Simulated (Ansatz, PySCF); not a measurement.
H4O4Ta, SMILES [OH][Ta]([OH])([OH])[OH] (connectivity only; charge and spin as stated), neutral, multiplicity 2. Atoms are numbered in the order given.

```xyz
9

Ta    -0.1159     0.0501     0.0101
O      0.6057    -1.6731     0.4648
H      1.2497    -1.9835     1.1086
O      1.5438     0.7638    -0.6484
H      2.1139     0.5573    -1.3952
O     -1.8272    -0.6174    -0.5265
H     -2.2267    -1.0258    -1.2997
O     -0.7329     1.7056     0.7456
H     -0.5996     2.2293     1.5408
```
Charge 0, spin multiplicity 2.

The structure is a stationary point at r2SCAN-D4/def2-SVP. The spin state was assumed, not searched. The def2 effective core potentials stand for the cores of Ta; spin–orbit coupling is left out. Other conformers were not sampled.

Two levels are set side by side: PBE-D3(BJ)/def2-SVP (Ansatz, a program for electronic structure) and r2SCAN-D4/def2-SVP (Ansatz). Each level has its own optimised geometry; the coordinates shown are those of the second. Frequencies come from the Hessian of PySCF at each geometry. Differences are taken from unrounded values.

```csv
quantity,r2SCAN-D4,PBE-D3(BJ),PBE-D3(BJ) minus r2SCAN-D4
mean bond length (Å),1.440,1.448,0.008
bond Ta1–O2 (Å),1.923,1.930,0.008
bond Ta1–O4 (Å),1.923,1.930,0.007
bond Ta1–O6 (Å),1.914,1.921,0.008
bond Ta1–O8 (Å),1.914,1.921,0.008
bond O2–H3 (Å),0.962,0.971,0.009
bond O4–H5 (Å),0.962,0.971,0.009
bond O6–H7 (Å),0.961,0.970,0.009
bond O8–H9 (Å),0.961,0.970,0.009
highest harmonic wavenumber (cm⁻¹),3934,3817,-117
mean harmonic wavenumber (cm⁻¹),1049,1029,-20
zero-point energy (kcal/mol),31.48,30.89,-0.59
```
